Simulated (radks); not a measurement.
Values are calculated unless marked as measured or tabulated.
Charge is removed step by step from the 5p level of neutral xenon, starting from [Xe]. Code: a radial shooting solver on a logarithmic mesh with Libxc functionals. Model: scalar-relativistic Kohn-Sham, PBE, spin-unpolarised, spherical densities, finite nucleus; Fermi nuclear charge, rms radius 4.7859 fm.

\begin{tabular}{lrrr}
removed (e) & E - E(0) (eV) & eigenvalue (eV) & E minus straight line (eV) \\ \hline
0 & 0.000 & -8.235 & 0.000 \\
0.25 & 2.319 & -10.335 & -0.815 \\
0.5 & 5.172 & -12.501 & -1.097 \\
0.75 & 8.573 & -14.727 & -0.830 \\
1 & 12.537 & -17.008 & 0.000 \\
\end{tabular}

Removing the whole electron costs 12.537 eV by Delta-SCF, against 8.235 eV from minus the eigenvalue at the starting occupation. Slater's transition state (half an electron removed) gives 12.501 eV. Integrating minus the eigenvalue over the occupation (Janak's theorem) gives 12.541 eV. In this scalar-relativistic scheme the density is built from large components alone, so the theorem holds only approximately. The mean slope of the eigenvalue, de/dn, is 8.77 eV per electron. Ionisation energy of Xe in the NIST Atomic Spectra Database: 12.130 eV (measured).

Beside tabulated values, note that spin-unpolarised runs miss the spin-polarisation part of the exchange energy of open shells.
